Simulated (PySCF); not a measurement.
## Telling isomers of C11H9F apart by NMR

Level of theory: NMR shieldings at PBE0/pcSseg-1/GIAO, geometry: GFN2-xTB, in PySCF 2.14 (non-relativistic Hamiltonian, isolated molecule, one computed conformer, averaged over atoms made equivalent by symmetry, fast rotation or ring inversion).

δ = σ(ref) − σ, references computed at the same level: $^{1}$H (31.72 ppm), $^{13}$C (186.93 ppm) vs TMS. Splittings of carbon signals by F and P are missing where no couplings were computed. Where no couplings were computed, multiplicities follow the n + 1 count of equivalent neighbours, and m marks all less simple cases (inequivalent or close neighbours, rings, F or P nearby). Shifts are as computed. Against solution values, carbons near 30 ppm lie about +3 ppm off and those near 130 ppm about +5 ppm. Of 1211 compounds with measured shifts, 218 miss one by over three times the rms of a fit or turn the order of signals round; such compounds aren't used in these exercises.

(1) Tabulate the signals of `Fc1cccc2c1[C@@H]1C=C[C@H]2C1`, `Fc1ccc2c(c1)[C@@H]1C=C[C@H]2C1`, `C=C1C(C)=Cc2ccc(F)cc21` and their relative energies.

(2) What is the quickest way to tell Fc1cccc2c1[C@@H]1C=C[C@H]2C1 from C=C1C(C)=Cc2ccc(F)cc21?

(3) What is the quickest way to tell Fc1ccc2c(c1)[C@@H]1C=C[C@H]2C1 from C=C1C(C)=Cc2ccc(F)cc21?

(4) What is the quickest way to tell Fc1cccc2c1[C@@H]1C=C[C@H]2C1 from Fc1ccc2c(c1)[C@@H]1C=C[C@H]2C1?

Answers

(1) 
```json
{"SMILES": "Fc1cccc2c1[C@@H]1C=C[C@H]2C1", "carbon types": "3×C 7×CH 1×CH2", "δC": "167.2, 163.2, 153.5, 153.4, 143.5, 131.4, 122.5, 118.2, 75.2, 54.3, 49.4", "δH": "7.33 (m, 1H), 7.20 (m, 1H), 7.19 (m, 1H), 7.17 (m, 1H), 6.94 (m, 1H), 4.09 (m, 1H), 3.76 (m, 1H), 2.42 (m, 1H), 2.29 (m, 1H)", "E rel. (kcal/mol)": "10.1"}
{"SMILES": "Fc1ccc2c(c1)[C@@H]1C=C[C@H]2C1", "carbon types": "3×C 7×CH 1×CH2", "δC": "170.1, 161.8, 154.0, 153.3, 152.8, 127.5, 115.9, 115.6, 75.5, 54.3, 53.4", "δH": "7.46 (m, 1H), 7.29 (m, 1H), 7.18 (m, 1H), 7.14 (m, 1H), 6.90 (m, 1H), 3.70 (m, 1H), 3.67 (m, 1H), 2.46 (m, 1H), 2.30 (m, 1H)", "E rel. (kcal/mol)": "10.3"}
{"SMILES": "C=C1C(C)=Cc2ccc(F)cc21", "carbon types": "5×C 4×CH 1×CH2 1×CH3", "δC": "171.4, 155.7, 145.1, 144.0, 143.9, 137.8, 125.3, 120.4, 119.6, 113.5, 15.3", "δH": "7.46 (m, 1H), 7.26 (m, 1H), 7.16 (m, 1H), 6.69 (s, 1H), 6.39 (br s, 1H), 6.09 (br s, 1H), 2.30 (s, 3H)", "E rel. (kcal/mol)": "0.0"}
```

Energies are electronic energies at PBE0/pcSseg-1 on these geometries, without zero-point or thermal terms, each for the one conformer computed, which needn't be the lowest.

(2) Both give the same number of carbon signals, but DEPT or the intensities differ. The first has an sp3 CH on an aromatic ring at 49.4 ppm, the second an allylic methyl carbon (CH3) at 15.3 ppm. Their most deshielded carbons lie at 167.2 and 171.4 ppm.

(3) Both give the same number of carbon signals, but DEPT or the intensities differ. The first has an sp3 CH on an aromatic ring at 53.4 ppm, the second an allylic methyl carbon (CH3) at 15.3 ppm. Their most deshielded carbons lie at 170.1 and 171.4 ppm.

(4) Both give the same number of carbon signals, with the same numbers of each carbon type, so the positions decide. The first has a substituted aromatic carbon (C) at 143.5 ppm, the second a substituted aromatic carbon (C) at 153.3 ppm. Their most deshielded carbons lie at 167.2 and 170.1 ppm.
